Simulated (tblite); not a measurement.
C₄H₄NO₂S (doublet state).
Cartesian coordinates in Å at the GFN2-xTB level; atoms count from 1:
```xyz
12
C4H4NO2S angstrom
N      1.8990    0.2520    0.2581
C      1.0420   -0.7886    0.2656
O      1.2119   -1.8285    0.8523
C     -0.1838   -0.4963   -0.5919
S     -1.7005   -1.4327   -0.1490
C     -2.1465    0.1973    0.1345
C     -0.9202    0.8083   -0.2142
O     -0.4740    1.9387   -0.2048
H      1.5922    1.1574   -0.0673
H      2.7078    0.2080    0.8569
H      0.0605   -0.5904   -1.6501
H     -3.0871    0.5741    0.4839
```

Computed values, GFN2-xTB/tblite, gas phase, harmonic and unscaled. Against measured fundamentals such values can be off by several per cent, at times by over 20. One conformer, not necessarily the lowest. Open shells enter through the occupations alone, without spin polarisation, and single modes of such species can be off by tens of per cent.

Harmonic wavenumbers (cm⁻¹): 54.6, 115.1, 147.6, 202.0, 373.8, 420.5, 497.2, 514.4, 529.1, 567.0, 586.1, 620.5, 669.8, 779.3, 857.2, 873.2, 978.2, 1039.4, 1072.9, 1079.5, 1125.4, 1207.0, 1267.1, 1452.6, 1738.8, 1783.3, 2976.8, 3151.9, 3414.3, 3504.4.

A = 2479, B = 1828, C = 1120 MHz; mass 129.996 u (most abundant isotopes); point group C1, symmetry number 1; spin multiplicity 2.

What is the zero-point energy?

Half the sum of the wavenumbers: 16800 cm⁻¹ = 200.97 kJ/mol.

Give the ideal-gas entropy at 500 K and 1 bar in the rigid-rotor, harmonic-oscillator model (classical rotation).

Translation 180.31, rotation 125.86, vibration 141.20, spin (R ln 2) 5.76: S = 453.1 J/(mol K).

And Cp and H(500 K) − H(0)?

Cp = 175.30 J/(mol K), of which vibrations give 142.05 (their classical limit is 30 R = 249.4); H(500 K) − H(0) = 53.95 kJ/mol without the zero-point energy, 37.32 from vibrations.

How do the functions run with temperature in this model?

```tsv
T (K)	S (J/(mol K))	Cp (J/(mol K))	H − H(0) (kJ/mol)	G − H(0) (kJ/mol)	ln q(vib)
50	242.9	46.7	1.92	-10.22	0.29
100	279.8	61.0	4.63	-23.36	1.01
298.15	375.2	126.2	23.10	-88.77	4.36
373.15	405.9	147.4	33.38	-118.07	5.71
750	531.4	209.5	102.48	-296.05	12.34
1000	594.6	229.7	157.59	-437.06	16.28
```

q(vib) and H(0) count from the zero-point level.

Which modes carry the vibrational entropy at 500 K?

54.6 cm⁻¹: 23.71; 115.1 cm⁻¹: 17.54; 147.6 cm⁻¹: 15.50; 202.0 cm⁻¹: 12.94; 373.8 cm⁻¹: 8.10; 420.5 cm⁻¹: 7.22 J/(mol K); the other 24 give 56.20 together.

What must be added to the electronic energy to get the Gibbs energy at 500 K and 1 bar?

ZPE + [H(500 K) − H(0)] − T·S = 200.97 + 53.95 − 226.57 = 28.35 kJ/mol.

Blend soft modes into free rotors: weight 1/[1 + (100 cm⁻¹/ν̃)⁴] for the oscillator and the rest for a rotor with moment μB/(μ + B), μ = h/(8π²ν), B = 10⁻⁴⁴ kg m². What vibrational entropy results?

132.61 J/(mol K) in place of 141.20, which changes −T·S at 500 K by +4.30 kJ/mol.

Hindered rotation and anharmonicity are outside this model. Other conformers, if any are populated, would add a mixing term that is left out. The structure is chiral; the term R ln 2 for an equal mix with its mirror image is left out.

Hardware: one thread, Arm Neoverse V2 (aarch64), no GPU, shared host with 32 logical CPUs at a one-minute load of 17. Cost: 0.27 s wall. The figure is for the frequency step alone.
